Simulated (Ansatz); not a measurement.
CH$_{3}$Cl$_{2}$FMoO$_{2}$ (`C[O][Mo](=[O])([F])([Cl])[Cl]`) at its PBE0-D4/def2-TZVP geometry, where that method's forces vanish. Total charge 0; spin multiplicity 1. Mo takes the def2 core potential.

```
atom   x (Å)   y (Å)   z (Å)
  C1   1.080   1.339  -0.067
  O2   0.728   0.072   0.410
 Mo3  -0.637  -1.123   0.154
  O4  -0.408  -2.203   1.373
  F5   0.252  -1.699  -1.372
 Cl6  -2.010   0.549   0.943
 Cl7  -2.503  -1.938  -0.887
  H8   1.188   1.320  -1.156
  H9   0.288   2.047   0.206
 H10   2.021   1.637   0.395
```

**Question.** For each bond, give half the difference of the two atoms' forces along it (eV/Å; positive pushes the atoms apart) under PBE-D4, r2SCAN-D4, B3LYP-D4, ωB97M-V in def2-TZVPP. (Estimate.)

**Answer.** Ansatz gave: 
```csv
bond,length (Å),PBE-D4,r2SCAN-D4,B3LYP-D4,ωB97M-V
C1–O2,1.399,-0.07,0.09,0.17,0.53
C1–H8,1.094,0.10,-0.04,-0.08,-0.13
C1–H9,1.097,0.13,-0.04,-0.09,-0.16
C1–H10,1.091,0.08,-0.06,-0.11,-0.13
O2–Mo3,1.833,0.47,0.24,0.15,-0.30
Mo3–O4,1.644,1.35,0.78,0.49,-0.59
Mo3–F5,1.858,0.27,0.03,0.19,0.02
Mo3–Cl6,2.303,-0.12,-0.04,0.13,0.18
Mo3–Cl7,2.287,-0.22,-0.14,0.10,0.23
```

B3LYP here is the variant with VWN-RPA as its local correlation; programs differ in this.
